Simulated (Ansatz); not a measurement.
H₂Si, charge +1, doublet, geometry from GFN2-xTB (a state made from the parent by changing its charge; the spin is typed, not shown lowest); CASSCF(3,5)/cc-pVDZ in Ansatz (a quantum-chemistry and plane-wave program).

Ansatz was given this input:
Ansatz 0.2 input:
```yaml
crystal:
  periodic: [false, false, false]
  atoms:
    - {symbol: Si, position_ang: [-0.00188956, 0.07393088, 0.00321608]}
    - {symbol: H, position_ang: [-1.33266146, -0.55380383, 0.02090851]}
    - {symbol: H, position_ang: [1.35911528, -0.48122846, -0.06593367]}
basis:
  gaussian:
    orbitals: cc-pVDZ
hamiltonian:
  xc: hf
total_charge: 1
correlation: {active_space: {window: {electrons: 3, orbitals: 5}}}
magnetization: {spin_polarized: false, initial_magnetization: 1}
```

It wrote (shortened):

```
Functional definition: HF
269 factors; integrals over basis functions are off by at most 1.2e-3 eV
mean field evaluation 1: about -7883.3470 eV, gradient 6.8e0 eV
mean field evaluation 2: about -7883.3476 eV, gradient 6.8e0 eV
mean field evaluation 4: about -7883.7844 eV, gradient 3.4e-1 eV
mean field evaluation 8: about -7883.7862 eV, gradient 2.2e-4 eV
mean field -7883.78623408 eV, -289.7238002802 hartree, gradient 3.0e-6 eV, S^2 0.750000; 0 other end points of the search recorded, 0 dependent functions left out
reference -7883.78623408 eV, -289.7238002802 hartree; 8, 7 occupied and 20, 21 virtual orbitals, 269 factors
state -7884.50442838 eV, -289.7501934341 hartree
Total energy: -7884.50442838 eV, -289.7501934341 hartree
```
